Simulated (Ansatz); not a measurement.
Basis-set series for Al$_{2}$Cl$_{2}$H$_{4}$S$_{2}$, SMILES `[Cl][Al@H-]1[SH+][Al@@H-]([Cl])[SH+]1`. The species carries charge 0 and has multiplicity 1. All single points use the PBE0-D4/def2-TZVP geometry.

```xyz
10

Cl   -1.5782    1.1278   -2.3179
Al   -0.7515   -0.5458   -1.3332
S    -1.4429   -0.4562    0.9211
Al    0.8667   -0.2395    1.3534
Cl    1.1711    1.6482    2.2467
S     1.5199   -0.0686   -0.9076
H    -0.8831   -2.0194   -1.8588
H    -1.6510    0.8738    0.8948
H     1.4118   -1.5850    1.9514
H     1.3373    1.2648   -0.9497
```

| functional | basis | functions | energy (Eh) | HOMO (eV) | LUMO (eV) |
| --- | --- | --- | --- | --- | --- |
| PBE0-D4 | def2-SVP | 128 | -2202.83837 | -8.59 | -0.94 |
| PBE0-D4 | def2-TZVPP | 308 | -2203.60134 | -8.60 | -1.17 |
| ωB97M-V | def2-SVP | 128 | -2203.52084 | -10.67 | 0.92 |
| ωB97M-V | def2-TZVPP | 308 | -2204.27592 | -10.73 | 0.66 |

(1) Give the rows for def2-QZVPP. (An estimate is asked.)

Results:

(1) Ansatz gave: 
```csv
functional,basis,functions,energy (Eh),HOMO (eV),LUMO (eV)
PBE0-D4,def2-QZVPP,540,-2203.66705,-8.62,-1.25
ωB97M-V,def2-QZVPP,540,-2204.33856,-10.76,0.43
```

Positive LUMOs are unbound and depend on the basis.
